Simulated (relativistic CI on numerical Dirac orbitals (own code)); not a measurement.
Forbidden lines of Eu¹⁵⁺

Method of calculation: Dirac-Coulomb-Breit CI, orbitals from a KLI potential per configuration, model QED, unscaled Slater integrals (own radial code, finite nucleus).

Configurations in the expansion (outside the closed core [Kr]): 4d10 4f2, 4d10 4f 5s, 4d10 5s2, 4d10 5s 5p, 4d10 4f 5p, 4d10 5p2, 4d10 5s 5d, 4d10 4f 5d, 4d9 4f3, 4d10 5p 5d, 4d9 4f 5s2, 4d10 5d2, 4d10 4f 6s, 4d10 4f 5f, 4d9 4f 5s 5p, 4d9 4f2 5s. Levels of other configurations are missing.

```
λ vac (nm)                 Lower                 Upper  Type   A (s⁻¹)        gf  Branching (%)
    8.9484     4d10 4f2 3H_6 [4]   4d9 4f3 3K°_8 [180]    M2  3.52e+02  7.18e-09           39.8
    8.9888     4d10 4f2 3H_6 [4]   4d9 4f3 3K°_8 [168]    M2  4.81e+02  9.90e-09           62.6
    9.1018     4d10 4f2 3H_6 [4]   4d9 4f3 5K°_8 [134]    M2  1.24e+03  2.61e-08           95.6
    9.1934     4d10 4f2 3H_6 [4]   4d9 4f3 5I°_8 [119]    M2  1.61e+03  3.48e-08           97.7
    9.2388     4d10 4f2 1I_6 [9]   4d9 4f3 3K°_8 [180]    M2  4.97e+02  1.08e-08           56.2
    9.2595     4d10 4f2 3H_6 [4]   4d9 4f3 5L°_8 [103]    M2  1.02e+02  2.23e-09           97.6
    9.2818     4d10 4f2 1I_6 [9]   4d9 4f3 3K°_8 [168]    M2  2.53e+02  5.56e-09           33.0
    89.446     4d10 4f2 1D_2 [8]    4d10 5s2 1S_0 [18]    E2  1.80e+01  2.16e-09           51.0
    98.319    4d10 4f2 3P_1 [11]    4d10 5s2 1S_0 [18]    M1  1.49e+01  2.16e-09           42.2
    159.33     4d10 4f2 1D_2 [8]    4d10 4f2 1S_0 [17]    E2  2.50e+01  9.53e-09           17.3
    189.85    4d10 4f2 3P_1 [11]    4d10 4f2 1S_0 [17]    M1  1.17e+02  6.33e-08           80.9
    240.10  4d9 4f3 5L°_10 [104]   4d9 4f3 3L°_9 [197]    M1  8.01e+00  1.32e-07           43.1
    244.98     4d10 4f2 3H_5 [2]     4d10 4f2 1I_6 [9]    M1  7.42e+00  8.68e-08           52.5
    268.85     4d10 4f2 3F_3 [6]    4d10 4f2 3P_2 [12]    M1  2.88e+00  1.56e-08           21.2
    284.71     4d10 4f2 3H_6 [4]     4d10 4f2 1I_6 [9]    M1  6.68e+00  1.06e-07           47.3
    307.37   4d9 4f3 5L°_9 [101]   4d9 4f3 3K°_8 [168]    M1  2.75e+01  6.62e-07            3.6
    345.52   4d9 4f3 5L°_9 [101]   4d9 4f3 3M°_9 [161]    M1  6.12e+00  2.08e-07           45.2
    345.58   4d9 4f3 5L°_8 [103]   4d9 4f3 3M°_9 [161]    M1  6.32e+00  2.15e-07           46.6
    361.40     4d10 4f2 3F_2 [3]     4d10 4f2 1D_2 [8]    M1  1.16e+01  1.13e-07           45.2
    377.25   4d9 4f3 5L°_9 [101]  4d9 4f3 3M°_10 [155]    M1  5.38e+00  2.41e-07           30.4
    383.01  4d9 4f3 5L°_10 [104]  4d9 4f3 3M°_10 [155]    M1  1.22e+01  5.65e-07           69.0
    418.29     4d10 4f2 3F_3 [6]     4d10 4f2 1D_2 [8]    M1  1.39e+01  1.83e-07           54.5
    445.27     4d10 4f2 3H_4 [1]     4d10 4f2 3F_4 [7]    M1  1.25e+00  3.33e-08           11.1
    472.43   4d9 4f3 5I°_8 [119]   4d9 4f3 3M°_9 [161]    M1  7.98e-01  5.07e-08            5.9
    596.63     4d10 4f2 3H_5 [2]     4d10 4f2 3F_4 [7]    M1  1.94e+00  9.32e-08           17.2
    643.46  4d9 4f3 3M°_10 [155]   4d9 4f3 3L°_9 [197]    M1  1.80e+00  2.12e-07            9.7
    661.98     4d10 4f2 3H_4 [1]     4d10 4f2 3F_3 [6]    M1  1.59e-01  7.31e-09           10.7
    668.58     4d10 4f2 3H_4 [1]     4d10 4f2 1G_4 [5]    M1  3.30e+00  1.99e-07           79.4
    683.75  4d9 4f3 3M°_10 [155]  4d9 4f3 3N°_10 [193]    M1  6.87e+00  1.01e-06           68.0
    710.20   4d9 4f3 5L°_9 [101]   4d9 4f3 5K°_9 [127]    M1  6.50e+00  9.34e-07           31.4
    710.44   4d9 4f3 5L°_8 [103]   4d9 4f3 5K°_9 [127]    M1  1.59e+00  2.29e-07            7.7
    730.88  4d9 4f3 5L°_10 [104]   4d9 4f3 5K°_9 [127]    M1  9.34e+00  1.42e-06           45.2
    752.55     4d10 4f2 1D_2 [8]    4d10 4f2 3P_2 [12]    M1  9.44e+00  4.01e-07           69.7
    762.97   4d9 4f3 3M°_9 [161]   4d9 4f3 3L°_9 [197]    M1  4.92e+00  8.16e-07           26.5
    820.29   4d9 4f3 3M°_9 [161]  4d9 4f3 3N°_10 [193]    M1  1.66e+00  3.51e-07           16.4
    863.83    4d9 4f3 5H°_7 [80]   4d9 4f3 5L°_8 [103]    M1  2.45e+00  4.66e-07            2.3
    875.09  4d9 4f3 3M°_10 [155]  4d9 4f3 3N°_11 [182]    M1  2.27e+00  5.99e-07           91.0
    991.18     4d10 4f2 1D_2 [8]    4d10 4f2 3P_1 [11]    M1  2.51e+00  1.11e-07           65.4
    1080.0     4d10 4f2 3H_5 [2]     4d10 4f2 1G_4 [5]    M1  8.57e-01  1.35e-07           20.6
    1333.1     4d10 4f2 1G_4 [5]     4d10 4f2 3F_4 [7]    M1  3.76e+00  9.01e-07           33.4
    1360.1     4d10 4f2 3F_3 [6]     4d10 4f2 3F_4 [7]    M1  4.30e+00  1.07e-06           38.3
    1585.8   4d9 4f3 5I°_8 [119]   4d9 4f3 5K°_9 [127]    M1  3.25e+00  2.32e-06           15.7
    1755.1     4d10 4f2 3H_4 [1]     4d10 4f2 3H_5 [2]    M1  4.67e+00  2.37e-06          100.0
    1755.5     4d10 4f2 3H_5 [2]     4d10 4f2 3H_6 [4]    M1  4.13e+00  2.48e-06          100.0
    2657.5     4d10 4f2 3F_2 [3]     4d10 4f2 3F_3 [6]    M1  1.33e+00  9.83e-07           89.3
```

Terms are leading LS components. Brackets give the number of a level in order of energy, since labels repeat. The list gives strong lines, with weight on those to low levels, among the lowest 200 of 960 levels, so that lines to higher ones, which can be the strongest, are missing. Levels whose partners in the same complex of configurations lie outside the list can be far off, and so can their lines. Rates are taken at the computed energies, electric ones in the length gauge.

At this charge transitions that keep the count of f electrons are usually good to a few per cent. Terms inside the open d or f shell come out 10 to 20 % too wide with unscaled integrals. Levels and lines within the n = 5 or 6 shells can be off by up to 10 % or somewhat more, and those that change n by about 2 %, since core polarisation is missing. Levels that differ in their count of f electrons can be misplaced by several ten thousand cm⁻¹, since the correlation energy of f electrons is missing or only estimated; rates across such gaps can be off by orders of magnitude.

Q: From the table, what is the radiative lifetime of 4d10 4f2 3F_4?

A: The listed rates from this level add up to about 1.12e+01 s⁻¹, 100 % of its decay; with all channels τ = 8.89e-02 s.

LS names give the leading component of a level, which can be under half, so a name can repeat, a term be missing and a line seem to break the LS rules.
